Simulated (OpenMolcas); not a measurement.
**What dynamic correlation does to the levels of La**

```json
{
  "Program": "OpenMolcas",
  "Basis": "ANO-RCC-VTZP [8s7p5d3f2g1h]",
  "Scalar Hamiltonian": "DKH2, point nucleus",
  "Active space": "3 electrons in 6 orbitals (5d 6s)",
  "State averaging": "2S+1 = 4 even, 20 roots; 2S+1 = 2 even, 70 roots",
  "Spin-orbit coupling": "state interaction with AMFI integrals over the reference wave functions, term energies averaged over their components"
}
```

Methods on the same reference wave functions:
A. CASSCF
B. SS-CASPT2, IPEA 0.25 Eh, imaginary shift 0.1 Eh (closed shells correlated: 5s 5p)
C. MS-CASPT2, IPEA 0.25 Eh, imaginary shift 0.1 Eh (closed shells correlated: 5s 5p)

Energies in cm-1 above 5d 6s2 2D 3/2, the measured ground level; measured values from NIST Handbook of Basic Atomic Spectroscopic Data.

```json
{"Level": "5d2 6s 4F 3/2 [75 %]", "A": "-752", "B": "1599", "C": "2400", "Measured": "2668"}
{"Level": "5d2 6s 4F 5/2", "A": "-290", "B": "1934", "C": "2740", "Measured": "3010"}
{"Level": "5d 6s2 2D 3/2 [74 %]", "A": "0.0", "B": "0.0", "C": "0.0", "Measured": "0.0"}
{"Level": "5d2 6s 4F 7/2", "A": "265", "B": "2370", "C": "3230", "Measured": "3495"}
{"Level": "5d 6s2 2D 5/2", "A": "590", "B": "718", "C": "916", "Measured": "1053"}
{"Level": "5d2 6s 4F 9/2", "A": "879", "B": "2990", "C": "3850", "Measured": "4122"}
{"Level": "5d2 6s 4P 1/2", "A": "5786", "B": "6870", "C": "7720", "Measured": "7231"}
{"Level": "5d2 6s 4P 3/2 [74 %]", "A": "6024", "B": "7220", "C": "7950", "Measured": ""}
{"Level": "5d2 6s 2P 1/2", "A": "7941", "B": "7830", "C": "8360", "Measured": "9044"}
{"Level": "5d2 6s 2F 5/2", "A": "8174", "B": "5920", "C": "6500", "Measured": "7012"}
{"Level": "5d2 6s 2F 7/2", "A": "8941", "B": "6780", "C": "7430", "Measured": "8052"}
{"Level": "5d2 6s 2G 9/2", "A": "9624", "B": "8930", "C": "9540", "Measured": "9920"}
{"Level": "5d2 6s 2G 7/2", "A": "9634", "B": "8850", "C": "9530", "Measured": "9961"}
{"Level": "5d3 4F 3/2", "A": "10184", "B": "10880", "C": "11730", "Measured": "12431"}
{"Level": "5d3 4F 5/2 [69 %]", "A": "10570", "B": "11280", "C": "12130", "Measured": "12787"}
{"Level": "5d3 4F 7/2", "A": "11146", "B": "11780", "C": "12630", "Measured": "13238"}
{"Level": "5d3 4F 9/2", "A": "11746", "B": "12340", "C": "13180", "Measured": "13747"}
{"Level": "5d3 4P 1/2 [62 %]", "A": "16687", "B": "15680", "C": "16520", "Measured": "16617"}
{"Level": "5d3 4P 3/2", "A": "16882", "B": "15730", "C": "16520", "Measured": "16735"}
{"Level": "5d3 4P 5/2", "A": "17206", "B": "16140", "C": "16970", "Measured": "17099"}
{"Level": "5d3 2G 7/2", "A": "18551", "B": "15360", "C": "16420", "Measured": "17023"}
{"Level": "5d3 2H 11/2", "A": "19148", "B": "16920", "C": "17780", "Measured": ""}
{"Level": "5d3 2D 3/2(1)", "A": "21167", "B": "16710", "C": "17480", "Measured": ""}
{"Level": "5d3 2D 5/2(1)", "A": "21716", "B": "17330", "C": "18290", "Measured": ""}
```

A puts 5d2 6s 4F 3/2 [75 %] lowest.

Deviations, from unrounded energies. A percentage is the sum of absolute deviations over the sum of measured energies, with the sign that they share, or ± where signs differ.

```csv
Against measurement,Levels,A,B,C
mean absolute deviation (cm-1),19,1500,1100,420
fine structure of the ground term (%),1,-43.9,-31.9,-13.0
other configurations (%),18,±15.6,-11.4,±4.2
```

C lies closest to measurement on these levels and A furthest from it. The largest miss of C in the table is 5d3 4F 3/2, by -700 cm-1. The ranking rests on the paired levels alone, and a cruder setting can come out closer through cancelling errors.

Between B and C the level of the table that moves most is 5d3 2G 7/2, by 1100 cm-1 (lowest in B, highest in C). Moves below CASPT2's spread within the term are not significant.

The mean deviations of B to C differ by less than CASPT2's widest spread within a term (1000 cm-1), so their order carries little weight.

The lowest spin-free term lies below A's lowest term by 0.263 hartree in B, 0.267 hartree in C.

Term energies are means over components that CASPT2 splits; among the terms shown or strongly mixed into the levels shown the widest spread is 1000 cm-1 (5d2 6s 2F, C). Over all roots computed the reference weight is 0.84 to 0.91 in B, 0.84 to 0.91 in C; the roots of lowest weight are the least certain, and an intruder state may touch them. Some levels mix across a computed gap that differs much from the measured one, so their mixing is not that of the real levels. Configurations are named by rounded mean occupations; where the s occupation lies near a half they are strongly mixed, a name can repeat and a true partner stay unpaired. A single d shell beside an s shell can misplace configurations of different d count against each other. The CASPT2 spread within a term exceeds the gap to the next term for 5d2 6s 2S and 5d3 2G, so the order of their levels is uncertain (figures for B; the like holds for C). Without dynamic correlation excited terms often stand tens of per cent too high (terms of higher spin than the ground term too low), and those without a measured partner can miss by more than the paired ones (holds for A). The lowest computed level is not the ground level that NIST lists (2D3/2) (holds for A). The lowest spin-free term belongs to 5d 6s2, not to the configuration of the lowest level (holds for A). Measured partners are found by configuration, term and J. A level has none where our copy of the source lacks it or the pairing is in doubt (some pairs that miss far off the trend of their configuration count as doubtful), and it then counts in no deviation. Only configurations of the active space appear. The table leaves out levels that lie high or whose names do not pair safely across all columns.

A share in square brackets marks a mixed level and gives the weight of the term that names it, the lowest over the columns. A number in round brackets counts repeated terms of one configuration in the order of the reference energies.
